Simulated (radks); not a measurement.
Task: The manganese ion Mn9+, 16 electrons, occupied as [Ne] 3s2 3p4. Calculated with a radial shooting solver on a logarithmic mesh with Libxc functionals: non-relativistic Kohn-Sham, TPSS, spin-polarised, spherical densities, point nucleus; open shells are filled with parallel spins first; meta-GGA in the generalised Kohn-Sham scheme. Some entries of the table are withheld. Estimate them.

orbital,occ.,eigenvalue (eV),<r> (bohr),r(max) (bohr)
1s up,1,-6606.900,0.06153,0.04053
1s down,1,-6605.620,0.06152,0.04053
2s up,1,-952.7015,0.2809,0.2345
2s down,1,-951.8946,0.2808,0.2346
2p up,3,-847.2668,0.2470,0.1889
2p down,3,-845.8765,0.2470,0.1891
3s up,1,(1),0.7712,(2)
3s down,1,(3),0.7747,(4)
3p up,3,-239.9598,0.7766,0.6966
3p down,1,-234.6840,0.7808,0.6985
3d up,0,-189.3104,(5),0.6210
3d down,0,-184.8056,(6),0.6186
4s up,0,-118.5298,1.621,1.577
4s down,0,-117.0409,1.632,1.586

Result: 
(1) 3s up eigenvalue (eV): -272.2145
(2) 3s up r(max) (bohr): 0.7015
(3) 3s down eigenvalue (eV): -266.7343
(4) 3s down r(max) (bohr): 0.7031
(5) 3d up <r> (bohr): 0.7538
(6) 3d down <r> (bohr): 0.7568
